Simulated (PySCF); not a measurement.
Molecule: `O=C1C=CC(Cl)=CC1=O`, C$_{6}$H$_{3}$ClO$_{2}$.

Bonds (- single, = double, # triple, : aromatic): O1=C2, C2-C3, C3=C4, C4-C5, C5-Cl6, C5=C7, C7-C8, C8=O9, C8-C2. C3 carries H10; C4 carries H11; C7 carries H12.

Frames of a GFN2-xTB Langevin trajectory at 400 K; GIAO PBE0/pcSseg-1 shieldings in PySCF 2.14.0 with density-fitted response routines, gas phase, non-relativistic; equivalent atoms averaged within each frame.

Referencing at the same level of theory: H2O for 17O (σ = 336.08 ppm); 13C (σ = 186.93 ppm) and 1H (σ = 31.72 ppm) against TMS; 35Cl (σ = 949.78 ppm) against HCl. The references are static minima.

How do the shifts (ppm) fluctuate along the trajectory?

Answers


```tsv
time (fs)	O9	O1	C8	C2	C5	C4	C3	C7	Cl6	H12
optimised geometry	759.7	782.4	180.9	183.7	161.3	145.7	135.1	135.1	287	6.51
250	844.2	760.2	199.0	189.3	163.4	146.6	144.1	141.8	273	6.98
425	799.4	899.8	193.8	196.1	157.6	152.7	124.3	134.3	264	5.81
625	810.0	778.6	191.7	192.2	163.0	148.1	138.1	141.2	281	7.36
800	770.0	741.2	185.0	186.7	167.8	136.6	132.3	140.0	321	6.94
1000	800.3	734.7	187.9	177.5	155.8	145.9	137.2	131.0	316	5.95
mean of frames	804.8	782.9	191.5	188.4	161.5	146.0	135.2	137.7	291	6.61
standard deviation	26.7	67.6	5.4	7.0	4.8	5.9	7.4	4.8	26	0.69
```

5 frames give an uncertainty of the mean of about the standard deviation over 2.2 at best, since frames this close in time may not be independent; classical motion lacks zero-point vibration, and the reference would need the same averaging.
